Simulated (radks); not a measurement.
Question: The terbium ion Tb3+, 62 electrons, occupied as [Xe] 4f8. Method: scalar-relativistic Kohn-Sham, BLYP, spin-polarised, spherical densities, finite nucleus; open shells are filled with parallel spins first (spin-orbit coupling, left out, can overturn this in heavy ions); Fermi nuclear charge, rms radius 5.06 fm; computed with a radial shooting solver on a logarithmic mesh with Libxc functionals. Some entries of the table are withheld. Estimate them.

orbital  occ.  eigenvalue (Ry)  r(max) (bohr)  <1/r> (bohr^-1)
1s up       1        -3813.773        0.01364            73.09
1s down     1        -3813.773        0.01364            73.09
2s up       1        -634.1677        0.07750            16.97
2s down     1        -634.1639        0.07750            16.97
2p up       3        -563.8508        0.06279            15.81
2p down     3        -563.8481        0.06279            15.81
3s up       1        -142.5637         0.2198            6.233
3s down     1        -142.3909         0.2197            6.239
3p up       3        -120.8750         0.2158            5.852
3p down     3        -120.7030         0.2157            5.858
3d up       5        -92.57156         0.1764            5.552
3d down     5        -92.43945         0.1763            5.557
4s up       1        -30.26620         0.5045            2.631
4s down     1        -29.86936         0.5044            2.630
4p up       3        -23.11454         0.5267            2.417
4p down     3        -22.72292         0.5265            2.415
4d up       5        -13.29347         0.5461            2.132
4d down     5        -12.90998         0.5460            2.128
5s up       1              (1)            (2)            1.028
5s down     1              (3)            (4)            1.011
5p up       3         -3.91933          1.315           0.8741
5p down     3         -3.78152          1.333           0.8557
4f up       7         -2.63043         0.5490            1.588
4f down     1         -2.29238         0.5518            1.551

Answer: 
(1) 5s up eigenvalue (Ry): -5.68332
(2) 5s up r(max) (bohr): 1.165
(3) 5s down eigenvalue (Ry): -5.49645
(4) 5s down r(max) (bohr): 1.176
